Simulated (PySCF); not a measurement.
Molfile (atoms numbered from 1):
```
C4H5O3S
     RDKit          3D

 13 12  0  0  0  0  0  0  0  0999 V2000
   -2.8200   -0.6269    1.0983 C   0  0  0  0  0  0  0  0  0  0  0  0
   -1.7609   -0.6164    0.5372 C   0  0  0  0  0  0  0  0  0  0  0  0
   -0.4749   -0.5665   -0.1166 C   0  0  0  0  0  0  0  0  0  0  0  0
    0.3383    0.6609    0.2230 C   0  0  0  0  0  0  0  0  0  0  0  0
    1.8801    0.4176   -0.7538 S   0  0  0  0  0  6  0  0  0  0  0  0
    1.4176    0.3469   -2.1392 O   0  0  0  0  0  0  0  0  0  0  0  0
    2.7106    1.5842   -0.4649 O   0  0  0  0  0  0  0  0  0  0  0  0
    2.4291   -0.8408   -0.2503 O   0  0  0  0  0  0  0  0  0  0  0  0
   -3.7493   -0.6435    1.5854 H   0  0  0  0  0  0  0  0  0  0  0  0
   -0.5972   -0.5822   -1.2036 H   0  0  0  0  0  0  0  0  0  0  0  0
    0.1266   -1.4387    0.1562 H   0  0  0  0  0  0  0  0  0  0  0  0
   -0.1193    1.5869   -0.1105 H   0  0  0  0  0  0  0  0  0  0  0  0
    0.6148    0.7191    1.2710 H   0  0  0  0  0  0  0  0  0  0  0  0
  1  2  3  0
  2  3  1  0
  3  4  1  0
  4  5  1  0
  5  6  2  0
  5  7  2  0
  5  8  1  0
  1  9  1  0
  3 10  1  0
  3 11  1  0
  4 12  1  0
  4 13  1  0
M  CHG  1   8  -1
M  END
```

Geometry: GFN2-xTB; GIAO absolute shieldings from PySCF 2.14, gas phase, non-relativistic, averaged over equivalent atoms.

At PBE0/pcSseg-1 (168 basis functions, 16 s wall time on 1 thread of an Arm Neoverse V2, shared host):
```csv
atoms,σ (ppm)
C2,88.9
C1,120.2
C4,128.6
C3,169.4
S5,187.4
O6/O7/O8,120.8
H10/H11,28.63
H12/H13,29.56
H9,30.92
```

Question: Predict the values at WP04/pcSseg-1 on the same geometry.

Answer: 
| atoms | σ at WP04/pcSseg-1 | change |
| --- | --- | --- |
| C2 | 85.3 | -3.6 |
| C1 | 114.7 | -5.5 |
| C4 | 115.4 | -13.2 |
| C3 | 155.8 | -13.6 |
| S5 | 159.7 | -27.7 |
| O6/O7/O8 | 114.7 | -6.1 |
| H10/H11 | 28.93 | +0.30 |
| H12/H13 | 29.84 | +0.28 |
| H9 | 31.37 | +0.45 |

The largest change is at S5 (sulfonyl sulfur). Cost: 168 basis functions, 19 s wall time on 1 thread of an Arm Neoverse V2, shared host. The order of the carbon signals is the same at both levels.
